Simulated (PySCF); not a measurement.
# ORD: `InChI=1S/C3H5F3SSi/c1-2-3(7-2)8(4,5)6/h2-3H,1H3/t2-,3+/m0/s1`

Molfile (atoms numbered from 1):
```
C3H5F3SSi
     RDKit          3D

 13 13  0  0  0  0  0  0  0  0999 V2000
   -1.5446   -0.5278    0.2112 C   0  0  0  0  0  0  0  0  0  0  0  0
   -0.8855    0.8210    0.1531 C   0  0  2  0  0  0  0  0  0  0  0  0
   -0.5778    1.5451   -1.4704 S   0  0  0  0  0  0  0  0  0  0  0  0
    0.5641    0.9520   -0.1750 C   0  0  2  0  0  0  0  0  0  0  0  0
    1.6548   -0.5124   -0.5723 Si  0  0  0  0  0  4  0  0  0  0  0  0
    3.1497   -0.0620   -0.8385 F   0  0  0  0  0  0  0  0  0  0  0  0
    1.2357   -1.3736   -1.8314 F   0  0  0  0  0  0  0  0  0  0  0  0
    1.7277   -1.5660    0.6140 F   0  0  0  0  0  0  0  0  0  0  0  0
   -2.6241   -0.4226    0.1262 H   0  0  0  0  0  0  0  0  0  0  0  0
   -1.1942   -1.1632   -0.5993 H   0  0  0  0  0  0  0  0  0  0  0  0
   -1.3147   -1.0105    1.1603 H   0  0  0  0  0  0  0  0  0  0  0  0
   -1.2729    1.5395    0.8699 H   0  0  0  0  0  0  0  0  0  0  0  0
    1.0773    1.7810    0.3058 H   0  0  0  0  0  0  0  0  0  0  0  0
  1  2  1  0
  2  3  1  0
  3  4  1  0
  4  5  1  0
  5  6  1  0
  5  7  1  0
  5  8  1  0
  4  2  1  0
  1  9  1  0
  1 10  1  0
  1 11  1  0
  2 12  1  1
  4 13  1  1
M  END
```

Method used: PySCF, TDDFT B3LYP/def2-SVPD circular dichroism and optical rotation, one conformer, gas phase. Geometry: GFN2-xTB.

States above about 6.9 eV (minus the energy of the highest occupied orbital) lie near or above the ionisation threshold and depend on the basis.

Stereocentres: C2 S, C4 S.

Problem. Give the optical rotatory dispersion at 633, 589.3, 546, 436, 405, 365, 355 nm.

Solution. [α] in deg dm⁻¹ (g/mL)⁻¹:
| λ (nm) | origin-invariant length gauge | modified velocity gauge | length gauge (centre of mass) | isotropic polarisability (au) |
| --- | --- | --- | --- | --- |
| 633 | -83.4 | -89.4 | -91.2 | 77.0 |
| 589.3 | -99.5 | -106.6 | -108.6 | 77.3 |
| 546 | -120.9 | -129.7 | -131.8 | 77.6 |
| 436 | -230.8 | -247.6 | -249.3 | 79.1 |
| 405 | -296.4 | -318.2 | -318.8 | 79.8 |
| 365 | -449.9 | -483.4 | -479.1 | 81.0 |
| 355 | -513.0 | -551.5 | -544.5 | 81.4 |

Problem. And for the mirror image at 589.3 nm?

Solution. +99.5 deg dm⁻¹ (g/mL)⁻¹ (origin-invariant length gauge): the same size and the opposite sign.

Problem. What is the molar rotation [Φ] = [α]·M/100 of the geometry above at 589.3 nm?

Solution. With M = 158.21 g/mol, -157.3 deg cm² dmol⁻¹ (origin-invariant length gauge).

The first excitation lies at 4.48 eV (277 nm) with R = -6.7 × 10⁻⁴⁰ esu² cm² (velocity form).
